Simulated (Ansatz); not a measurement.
`CCN[SiH3]` + `C[CH2][GeH]` → `C[CH2][Ge][CH2]C` + `N[SiH3]` at 400 K and 1 bar (formal exchange of groups at a C–N bond).

Computed with Ansatz on PBE0-D4/def2-TZVP structures; ΔE is electronic, products minus reactants. CCSD(T)/CBS adds triple-zeta CCSD(T) − MP2 to the extrapolated MP2 energy (def2 sets, frozen cores). This one scheme is used for every species. For Ge outer-core shells are correlated without core-valence functions, which leaves a few kJ/mol of doubt a bond. Scalar relativity is left out up to krypton. One conformer a species, not always the lowest.

```tsv
species	CCSD(T)/CBS energy (Eh)	H − E (kJ/mol)	S (J/(mol·K))
`CCN[SiH3]`	-425.31370	314.1	366.0
`C[CH2][GeH]`	-2155.77935	209.1	330.9
`C[CH2][Ge][CH2]C`	-2234.31111	376.4	418.0
`N[SiH3]`	-346.80422	153.0	285.3
```

H − E and S are ideal-gas, rigid-rotor, harmonic terms from PBE0-D4/def2-TZVP, for one conformer and one mirror image of each species. 1 Eh = 2625.50 kJ/mol, R = 8.31446 J/(mol·K).

Question: By hand: ΔE, ΔH, ΔS and ΔG.

Answer: ΔE = (-2234.31111) + (-346.80422) − (-425.31370) − (-2155.77935) = -0.02228 Eh = -58.5 kJ/mol. Δ(H − E) = 376.4 + 153.0 − 314.1 − 209.1 = 6.2, so ΔH = -52.3 kJ/mol. ΔS = 418.0 + 285.3 − 366.0 − 330.9 = 6.4 J/(mol·K). ΔG = -52.3 − 400 × (6.4)/1000 = -54.9 kJ/mol.

Question: By hand: the equilibrium constant, and the temperature at which ΔG would vanish if ΔH and ΔS stayed fixed.

Answer: log₁₀ K = −ΔG/(RT ln 10) = 7.2. ΔH and −TΔS have one sign here, so there is no such temperature.

The number of gas molecules stays the same, so ΔS is small and ΔH decides. A doubt of 5 kJ/mol in ΔE shifts log₁₀ K by 0.7 here. Other conformers and mirror images would add mixing entropy, several J/(mol·K) or more a flexible species. Modes under 60 cm⁻¹, often nearly free rotors, make the harmonic entropy too high. These are equilibria of isolated gas molecules and say nothing of rates. Largest T1 diagnostic: 0.011 (customary marks: 0.02 for closed shells, 0.045 for open ones).

ΔS is within the doubt of such terms, so its sign, and with it that verdict, could turn.
